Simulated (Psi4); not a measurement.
C$_{6}$H$_{13}$ (SMILES C[CH]CC(C)C), doublet, at a GFN2-xTB geometry; Psi4 with MP2/STO-3G.

Here is a job for Psi4.
```
memory 2 GB

molecule mol {
0 2
C     2.410490   -0.321703    0.913715
C     1.571520   -0.250790   -0.300654
C     0.409670    0.648663   -0.436891
C    -0.942979   -0.107182   -0.476174
C    -2.082823    0.865761   -0.760642
C    -1.179642   -0.841080    0.839373
H     2.008088    0.305953    1.705716
H     2.490096   -1.348025    1.285833
H     3.436383    0.006202    0.707449
H     1.798666   -0.918673   -1.115405
H     0.385182    1.361586    0.390127
H     0.483762    1.215552   -1.373908
H    -0.895547   -0.843465   -1.285779
H    -3.033130    0.337344   -0.800074
H    -2.142742    1.619184    0.022404
H    -1.932649    1.370977   -1.712389
H    -1.233363   -0.133168    1.664163
H    -2.113798   -1.397768    0.803965
H    -0.368363   -1.537707    1.035537
}

set {
  basis sto-3g
  reference uhf
}

energy('mp2')
print_variables()
```

It wrote (shortened):

```
    SCF Algorithm Type (re)set to DF.

   => Loading Basis Set <=

    Name: STO-3G
    Role: ORBITAL
    Keyword: BASIS

         ---------------------------------------------------------
                                   SCF
               by Justin Turney, Rob Parrish, Andy Simmonett
                          and Daniel G. A. Smith
                              UHF Reference
         ---------------------------------------------------------

  ==> Geometry <==

    Molecular point group: c1
    Full point group: C1

    Geometry (in Angstrom), charge = 0, multiplicity = 2:

       Center              X                  Y                   Z               Mass
    ------------   -----------------  -----------------  -----------------  -----------------
         C            2.397462377045    -0.321260203909     0.929193513221    12.000000000000
         C            1.558492377045    -0.250347203909    -0.285175486779    12.000000000000
         C            0.396642377045     0.649105796091    -0.421412486779    12.000000000000
         C           -0.956006622955    -0.106739203909    -0.460695486779    12.000000000000
         C           -2.095850622955     0.866203796091    -0.745163486779    12.000000000000
         C           -1.192669622955    -0.840637203909     0.854851513221    12.000000000000
         H            1.995060377045     0.306395796091     1.721194513221     1.007825032230
         H            2.477068377045    -1.347582203909     1.301311513221     1.007825032230
         H            3.423355377045     0.006644796091     0.722927513221     1.007825032230
         H            1.785638377045    -0.918230203909    -1.099926486779     1.007825032230
         H            0.372154377045     1.362028796091     0.405605513221     1.007825032230
         H            0.470734377045     1.215994796091    -1.358429486779     1.007825032230
         H           -0.908574622955    -0.843022203909    -1.270300486779     1.007825032230
         H           -3.046157622955     0.337786796091    -0.784595486779     1.007825032230
         H           -2.155769622955     1.619626796091     0.037882513221     1.007825032230
         H           -1.945676622955     1.371419796091    -1.696910486779     1.007825032230
         H           -1.246390622955    -0.132725203909     1.679641513221     1.007825032230
         H           -2.126825622955    -1.397325203909     0.819443513221     1.007825032230
         H           -0.381390622955    -1.537264203909     1.051015513221     1.007825032230

  Running in c1 symmetry.

  Rotational constants: A =      0.21894  B =      0.06449  C =      0.05534 [cm^-1]
  Rotational constants: A =   6563.76651  B =   1933.21243  C =   1658.94391 [MHz]
  Nuclear repulsion =  247.103556838630738

  Charge       = 0
  Multiplicity = 2
  Electrons    = 49
  Nalpha       = 25
  Nbeta        = 24

  ==> Algorithm <==

  SCF Algorithm Type is DF.
  DIIS enabled.
  MOM disabled.
  Fractional occupation disabled.
  Guess Type is SAD.
  Energy threshold   = 1.00e-08
  Density threshold  = 1.00e-08
  Integral threshold = 1.00e-12

  ==> Primary Basis <==

  Basis Set: STO-3G
    Blend: STO-3G
    Number of shells: 31
    Number of basis functions: 43
    Number of Cartesian functions: 43
    Spherical Harmonics?: true
    Max angular momentum: 1

   => Loading Basis Set <=

    Name: (STO-3G AUX)
    Role: JKFIT
    Keyword: DF_BASIS_SCF

  ==> Integral Setup <==

  SCF_SUBTYPE=INCORE selected. In-core MEM_DF algorithm will be used.
  Using in-core AOs.

  ==> MemDFJK: Density-Fitted J/K Matrices <==

    J tasked:                   Yes
    K tasked:                   Yes
    wK tasked:                   No
    Algorithm:                 Core
    Schwarz Cutoff:           1E-12
    Mask sparsity (%):       1.0817
    Fitting Condition:        1E-10

   => Auxiliary Basis Set <=

  Basis Set: (STO-3G AUX)
    Blend: DEF2-UNIVERSAL-JKFIT
    Number of shells: 228
[...]
[...]
      25A     -0.276745

    Alpha Virtual:

[...]
    Beta Occupied:

[...]
    Beta Virtual:

[...]
      43A      0.912483

    Final Occupation by Irrep:
              A
    DOCC [    24 ]
    SOCC [     1 ]
    NA   [    25 ]
    NB   [    24 ]

  @DF-UHF Final Energy:  -231.98468140966708

   => Energetics <=

    Nuclear Repulsion Energy =            247.1035568386307375
    One-Electron Energy =                -803.0294346318585212
    Two-Electron Energy =                 323.9411963835606798
    Total Energy =                       -231.9846814096670755

  UHF NO Occupations:
  HONO-2 :   23  A 1.9985901
  HONO-1 :   24  A 1.9960324
  HONO-0 :   25  A 1.0000000
  LUNO+0 :   26  A 0.0039676
  LUNO+1 :   27  A 0.0014099
  LUNO+2 :   28  A 0.0012858
  LUNO+3 :   29  A 0.0006541

Computation Completed

Properties will be evaluated at   0.000000,   0.000000,   0.000000 [a0]

Properties computed using the SCF density matrix

 Multipole Moments:

 ------------------------------------------------------------------------------------
     Multipole            Electronic (a.u.)      Nuclear  (a.u.)        Total (a.u.)
 ------------------------------------------------------------------------------------

 L = 1.  Multiply by 2.5417464519 to convert [e a0] to [Debye]
 Dipole X            :          1.2048697           -1.2063114           -0.0014417
 Dipole Y            :         -0.0422411            0.0410127           -0.0012284
 Dipole Z            :         -1.4272404            1.4332593            0.0060189
 Magnitude           :                                                    0.0063098

 ------------------------------------------------------------------------------------

  //>>>>>>>>>>>>>>>>>>>>>>>>>>>>>>>>>>>//
  //               DFMP2               //
  //<<<<<<<<<<<<<<<<<<<<<<<<<<<<<<<<<<<//

   => Loading Basis Set <=

    Name: (STO-3G AUX)
    Role: RIFIT
    Keyword: DF_BASIS_MP2

	 --------------------------------------------------------
	                          DF-MP2
	      2nd-Order Density-Fitted Moller-Plesset Theory

	        Rob Parrish, Justin Turney, Andy Simmonett,
	           Ed Hohenstein, and C. David Sherrill
	 --------------------------------------------------------

	 --------------------------------------------------------
	                 NBF =    43, NAUX =   470
	 --------------------------------------------------------
	   CLASS    FOCC     OCC    AOCC    AVIR     VIR    FVIR
	   ALPHA       0      25      25      18      18       0
	    BETA       0      24      24      19      19       0
	 --------------------------------------------------------

	-----------------------------------------------------------
	 ==================> DF-MP2 Energies <====================
	-----------------------------------------------------------
	 Reference Energy          =    -231.9846814096670755 [Eh]
	 Singles Energy            =      -0.0000000000000000 [Eh]
	 Same-Spin Energy          =      -0.0314637517344926 [Eh]
	 Opposite-Spin Energy      =      -0.2628046549445178 [Eh]
	 Correlation Energy        =      -0.2942684066790104 [Eh]
	 Total Energy              =    -232.2789498163460848 [Eh]
	-----------------------------------------------------------
	 ================> DF-SCS-MP2 Energies <==================
	-----------------------------------------------------------
	 SCS Same-Spin Scale       =       0.3333333333333333 [-]
	 SCS Opposite-Spin Scale   =       1.2000000000000000 [-]
	 SCS Same-Spin Energy      =      -0.0104879172448309 [Eh]
	 SCS Opposite-Spin Energy  =      -0.3153655859334213 [Eh]
	 SCS Correlation Energy    =      -0.3258535031782522 [Eh]
	 SCS Total Energy          =    -232.3105349128453270 [Eh]
	-----------------------------------------------------------

  Variable Map:
  ----------------------------------------------------------------------------
[...]
  Array Variable Map:
  ----------------------------------------------------------------------------
[...]
[...]
```
